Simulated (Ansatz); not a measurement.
Program: Ansatz. Geometries: PBE0-D4/def2-TZVP. ΔE: electronic, gas phase. CCSD(T)/CBS adds triple-zeta CCSD(T) − MP2 to the extrapolated MP2 energy (def2 sets, frozen cores). This one scheme is used for every species. DFT in def2-TZVPP. B3LYP here is the variant with VWN-RPA as its local correlation; programs differ in this. Each species was taken in one conformer, which may not be the lowest.

Consider the formal exchange of groups at the Si–N bond: `CN[SiH](N)S` + `CC` → `N[SiH2]S` + `CCNC`.

| level | ΔE (kcal/mol) | difference from CCSD(T)/CBS |
| --- | --- | --- |
| PBE-D4 | 30.5 | -1.5 |
| r2SCAN-D4 | 32.2 | 0.2 |
| PBE0-D4 | 31.2 | -0.8 |
| B3LYP-D4 | 32.1 | 0.1 |
| ωB97X-V | 30.8 | -1.2 |
| ωB97M-V | 32.0 | 0.0 |
| B2PLYP | 31.8 | -0.2 |
| PBE | 29.8 | -2.2 |
| r2SCAN | 32.0 | 0.0 |
| PBE0 | 30.5 | -1.5 |
| B3LYP | 30.9 | -1.1 |
| HF/def2-TZVPP | 31.0 | -1.0 |
| MP2/def2-TZVPP | 32.8 | 0.8 |
| SCS-MP2/def2-TZVPP | 31.9 | -0.1 |
| CCSD/def2-TZVPP | 31.5 | -0.5 |
| CCSD(T)/def2-TZVPP | 31.5 | -0.5 |
| HF/def2-QZVPP | 31.0 | -1.0 |
| MP2/def2-QZVPP | 33.1 | 1.1 |
| SCS-MP2/def2-QZVPP | 32.2 | 0.2 |
| HF/CBS(def2) | 31.1 | -0.9 |
| MP2/CBS(def2) | 33.3 | 1.3 |
| CCSD/CBS(def2) | 32.0 | 0.0 |
| CCSD(T)/CBS | 32.0 | 0 |

Largest T1 diagnostic among the species: 0.010.

The D4 term adds +1.2 kcal/mol with B3LYP and +0.7 kcal/mol with PBE0; it sums over pairs of atoms, weighted by their polarisabilities, and B3LYP, whose exchange is more repulsive, gets the larger term.
